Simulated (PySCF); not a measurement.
BrF2HSi.
Numbering: `[F:1][SiH:2]([F:3])[Br:4]` (hydrogens: H5 on Si2)

Structure used (PBE0-D3(BJ)/def2-SVP), in Å, numbered top down from 1:
```xyz
5
BrF2HSi angstrom
F     -0.726    1.287   -1.004
Si    -0.236   -0.003   -0.183
F     -0.709   -1.295   -1.009
Br     1.948    0.013   -0.063
H     -0.855   -0.009    1.151
```

Method used: PBE0-D3(BJ)/def2-SVP geometry optimisation, gas phase (PySCF 2.14.0).

Masses are those of the commonest isotopes; rigid-rotor values at the optimised geometry. 

(1) What are A, B and C (GHz)?

(2) What kind of rotor is it?

(3) Is it planar, by Δ = Ic − Ia − Ib?

(4) Give the other two planar moments, Paa and Pbb, and the rms extents of the mass along the axes.

(5) Which lines would a microwave search look for?

(6) Estimate the classical rotational partition function at 50 K, 100 K and 500 K.

Answers

(1) Ia = 74.18, Ib = 249.97, Ic = 302.40 u·Å²; 505379 MHz·u·Å²/I gives 6812, 2022 and 1671 MHz, that is A = 6.8125, B = 2.0217, C = 1.6712 GHz.

(2) An asymmetric top. Ray's parameter κ = (2B − A − C)/(A − C) = -0.864; −1 is the prolate and +1 the oblate limit.

(3) Not planar: Δ = Ic − Ia − Ib = -21.76 u·Å². For a rigid frame Δ = −2 Σ m c², so Σ m c² = 10.88 u·Å² lies off the ab plane: 3.46 from hydrogen and 7.42 from heavier atoms. The atom farthest from that plane is 1.85 Å away.

(4) Paa = Σ m a² = (Ib + Ic − Ia)/2 = 239.09 and Pbb = Σ m b² = (Ia + Ic − Ib)/2 = 63.31 u·Å². With the mass M = 145.90 u, the rms extents √(P/M) along a, b and c are 1.28, 0.66, 0.27 Å.

(5) The dipole components are |μa| = 0.32 D, |μb| = 0.00 D, |μc| = 1.30 D; the mirror of this Cs structure is the ac plane, so μb vanishes by symmetry and there are no b-type lines. The squared components, which scale the intensities, stand as 0.06 : 1.00 (a : c). Some of the stronger lines:

```tsv
type	branch	J(Ka,Kc)	MHz	lower level (cm⁻¹)
c	Q	2(1,2) ← 2(0,2)	4459	0.369
c	Q	1(1,1) ← 1(0,1)	4791	0.123
a	R	2(1,2) ← 1(1,1)	7035	0.283
a	R	2(0,2) ← 1(0,1)	7367	0.123
a	R	2(1,1) ← 1(1,0)	7736	0.295
c	R	1(1,0) ← 0(0,0)	8834	0.000
c	R	2(1,1) ← 1(0,1)	12878	0.123
c	Q	2(2,1) ← 2(1,1)	14372	0.553
c	R	2(2,0) ← 1(1,0)	22127	0.295
c	R	2(2,1) ← 1(1,1)	22459	0.283
```

(6) Point group Cs, symmetry number σ = 1; q = (√π/σ)·√((kT/h)³/(ABC)), k/h = 20836.6 MHz/K: 12400 at 50 K, 35100 at 100 K, 393000 at 500 K.

Whether it is a minimum is left open (no frequencies). Constants of a rigid frame at the computed geometry: no zero-point averaging, no centrifugal distortion. Quadrupole hyperfine structure (79Br) is left out.
